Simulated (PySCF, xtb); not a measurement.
B(All)(F)(H) (C3H6BF), SMILES B(CC=C)F. Other conformers were not sampled.

Harmonic wavenumbers (cm⁻¹) from GFN2-xTB (xtb 6.7.1) at its own minimum, in rising order: 44, 87, 218, 368, 431, 545, 619, 839, 890, 916, 982, 1019, 1048, 1062, 1164, 1208, 1287, 1314, 1412, 1437, 1719, 2617, 2910, 2978, 3058, 3098, 3126.

Problem. What does PBE-D3(BJ)/def2-SVP run with PySCF give at its own minimum? (The exact figures need the calculation; the answer reports its results.)

Solution. 38, 110, 219, 373, 431, 574, 612, 884, 893, 933, 958, 991, 1054, 1082, 1151, 1159, 1269, 1337, 1356, 1386, 1671, 2538, 2901, 3023, 3066, 3074, 3169. Paired by order, the mean absolute difference is 25 cm⁻¹ and the zero-point energies are 52.0 and 51.8 kcal/mol.
